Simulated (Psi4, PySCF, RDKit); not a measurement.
Conformational energy of SMILES C=C[SiH2]C#N. Scanned: dihedral C1–C2–Si3–C4; all other coordinates were relaxed at GFN2-xTB. Points at φ and −φ are mirror images. Heavy atoms are numbered in the order of the SMILES C=C[SiH2]C#N, hydrogens after them in the order of the atoms that carry them; the mirror image has the same energies with the sign of each dihedral reversed.

Levels of theory: RHF/3-21G = restricted Hartree-Fock/3-21G // GFN2-xTB (PySCF); PBE/def2-TZVP // GFN2-xTB (Psi4); UFF // GFN2-xTB (RDKit); MP2/cc-pVTZ = DF-MP2 (frozen core)/cc-pVTZ // GFN2-xTB (Psi4).

Energies relative to the lowest point of each profile, in kcal/mol:

```tsv
φ / °	RHF/3-21G	PBE/def2-TZVP	UFF
-105	0.64	0.40	1.22
-75	1.55	1.31	0.44
-60	1.72	1.53	0.00
-45	1.43	1.30	0.51
30	0.82	0.74	1.22
60	1.72	1.53	0.00
105	0.64	0.40	1.22
120	0.45	0.23	1.19
135	0.60	0.40	1.24
150	1.02	0.82	1.13
165	1.49	1.28	0.53
180	1.69	1.48	0.09
```

Task: What does MP2/cc-pVTZ give at the same points?

Result: -105: 0.62; -75: 1.53; -60: 1.72; -45: 1.42; 30: 0.80; 60: 1.72; 105: 0.62; 120: 0.47; 135: 0.66; 150: 1.13; 165: 1.63; 180: 1.86 (kcal/mol).
